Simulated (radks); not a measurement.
Question: Lu58+, configuration [Ne] 3s2 3p1 (the NIST ground configuration). Calculated with a radial shooting solver on a logarithmic mesh with Libxc functionals: Dirac Kohn-Sham, PBE, spin-unpolarised, spherical densities, point nucleus; open shells are shared between the two j in proportion to 2j + 1.

Spin-orbit splittings of the eigenvalues, e(l+1/2) - e(l-1/2), with zeta = 2 splitting/(2l+1) and mean radii in bohr:

shell  occ.  splitting (eV)  zeta (eV)  <r> j=l-1/2  <r> j=l+1/2
2p        6               ?          ?      0.06639      0.07370
3p        1           307.1      204.8       0.1817       0.1925

Estimate the 2p splitting.

Answer: 1151 eV (zeta = 767.6 eV).
